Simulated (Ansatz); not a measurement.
Consider the ligand exchange at a Zn–Te bond: `[CH3][Zn][TeH]` + `FC(F)(F)[SeH]` → `[CH3][Zn][Se]C(F)(F)F` + H₂Te.

Computed with Ansatz on PBE0-D4/def2-TZVP structures; ΔE is electronic, products minus reactants. CBS: MP2 limit from def2 TZ/QZ plus the TZ coupled-cluster correction, frozen cores. Functionals use def2-TZVPP. B3LYP here is the variant with VWN-RPA as its local correlation; programs differ in this. HSE06 is defined as in plane-wave codes. Elements past krypton have def2 core potentials. For Se, Te, Zn outer-core shells are correlated without core-valence functions, which leaves a few kJ/mol of doubt a bond. Scalar relativity is left out up to krypton. Each species was taken in one conformer, which may not be the lowest.

```json
{"level": "LDA (SPW92)", "ΔE (kJ/mol)": "5.2", "difference from CCSD(T)/CBS": "0.3"}
{"level": "PBE-D4", "ΔE (kJ/mol)": "5.6", "difference from CCSD(T)/CBS": "0.7"}
{"level": "revPBE-D4", "ΔE (kJ/mol)": "4.6", "difference from CCSD(T)/CBS": "-0.3"}
{"level": "BLYP-D4", "ΔE (kJ/mol)": "2.9", "difference from CCSD(T)/CBS": "-2.0"}
{"level": "B97M-V", "ΔE (kJ/mol)": "-0.9", "difference from CCSD(T)/CBS": "-5.8"}
{"level": "PBE0-D4", "ΔE (kJ/mol)": "6.3", "difference from CCSD(T)/CBS": "1.4"}
{"level": "B3LYP-D4", "ΔE (kJ/mol)": "3.8", "difference from CCSD(T)/CBS": "-1.1"}
{"level": "r2SCANh-D4", "ΔE (kJ/mol)": "4.3", "difference from CCSD(T)/CBS": "-0.6"}
{"level": "r2SCAN0-D4", "ΔE (kJ/mol)": "5.3", "difference from CCSD(T)/CBS": "0.4"}
{"level": "HSE06-D4", "ΔE (kJ/mol)": "6.5", "difference from CCSD(T)/CBS": "1.6"}
{"level": "BHLYP-D4", "ΔE (kJ/mol)": "4.3", "difference from CCSD(T)/CBS": "-0.6"}
{"level": "CAM-B3LYP-D4", "ΔE (kJ/mol)": "2.0", "difference from CCSD(T)/CBS": "-2.9"}
{"level": "ωB97X-V", "ΔE (kJ/mol)": "1.8", "difference from CCSD(T)/CBS": "-3.1"}
{"level": "ωB97M-V", "ΔE (kJ/mol)": "2.0", "difference from CCSD(T)/CBS": "-2.9"}
{"level": "PBE", "ΔE (kJ/mol)": "7.4", "difference from CCSD(T)/CBS": "2.5"}
{"level": "revPBE", "ΔE (kJ/mol)": "8.9", "difference from CCSD(T)/CBS": "4.0"}
{"level": "r2SCAN", "ΔE (kJ/mol)": "4.3", "difference from CCSD(T)/CBS": "-0.6"}
{"level": "PBE0", "ΔE (kJ/mol)": "7.9", "difference from CCSD(T)/CBS": "3.0"}
{"level": "B3LYP", "ΔE (kJ/mol)": "6.7", "difference from CCSD(T)/CBS": "1.8"}
{"level": "r2SCANh", "ΔE (kJ/mol)": "5.0", "difference from CCSD(T)/CBS": "0.1"}
{"level": "r2SCAN0", "ΔE (kJ/mol)": "6.0", "difference from CCSD(T)/CBS": "1.1"}
{"level": "HSE06", "ΔE (kJ/mol)": "8.1", "difference from CCSD(T)/CBS": "3.2"}
{"level": "BHLYP", "ΔE (kJ/mol)": "6.1", "difference from CCSD(T)/CBS": "1.2"}
{"level": "CAM-B3LYP", "ΔE (kJ/mol)": "3.8", "difference from CCSD(T)/CBS": "-1.1"}
{"level": "LC-ωPBE", "ΔE (kJ/mol)": "3.8", "difference from CCSD(T)/CBS": "-1.1"}
{"level": "RPA@PBE/def2-TZVPP", "ΔE (kJ/mol)": "-0.4", "difference from CCSD(T)/CBS": "-5.3"}
{"level": "MP2/def2-SVP", "ΔE (kJ/mol)": "2.5", "difference from CCSD(T)/CBS": "-2.4"}
{"level": "CCSD/def2-SVP", "ΔE (kJ/mol)": "2.7", "difference from CCSD(T)/CBS": "-2.2"}
{"level": "CCSD(T)/def2-SVP", "ΔE (kJ/mol)": "2.0", "difference from CCSD(T)/CBS": "-2.9"}
{"level": "HF/def2-TZVPP", "ΔE (kJ/mol)": "7.6", "difference from CCSD(T)/CBS": "2.7"}
{"level": "MP2/def2-TZVPP", "ΔE (kJ/mol)": "6.4", "difference from CCSD(T)/CBS": "1.5"}
{"level": "SCS-MP2/def2-TZVPP", "ΔE (kJ/mol)": "4.6", "difference from CCSD(T)/CBS": "-0.3"}
{"level": "CCSD/def2-TZVPP", "ΔE (kJ/mol)": "2.7", "difference from CCSD(T)/CBS": "-2.2"}
{"level": "CCSD(T)/def2-TZVPP", "ΔE (kJ/mol)": "2.1", "difference from CCSD(T)/CBS": "-2.8"}
{"level": "HF/def2-QZVPP", "ΔE (kJ/mol)": "7.4", "difference from CCSD(T)/CBS": "2.5"}
{"level": "MP2/def2-QZVPP", "ΔE (kJ/mol)": "7.9", "difference from CCSD(T)/CBS": "3.0"}
{"level": "SCS-MP2/def2-QZVPP", "ΔE (kJ/mol)": "6.3", "difference from CCSD(T)/CBS": "1.4"}
{"level": "HF/CBS(def2)", "ΔE (kJ/mol)": "7.4", "difference from CCSD(T)/CBS": "2.5"}
{"level": "MP2/CBS(def2)", "ΔE (kJ/mol)": "9.1", "difference from CCSD(T)/CBS": "4.2"}
{"level": "CCSD/CBS(def2)", "ΔE (kJ/mol)": "5.4", "difference from CCSD(T)/CBS": "0.5"}
{"level": "CCSD(T)/CBS", "ΔE (kJ/mol)": "4.9", "difference from CCSD(T)/CBS": "0"}
```

Largest T1 diagnostic among the species: 0.013.

Leaving LDA and LC-ωPBE aside and taking each functional with its dispersion term where it has one, the values, not all of them listed here, spread over 7.8 kJ/mol, from B97M-V to PBE-QIDH.
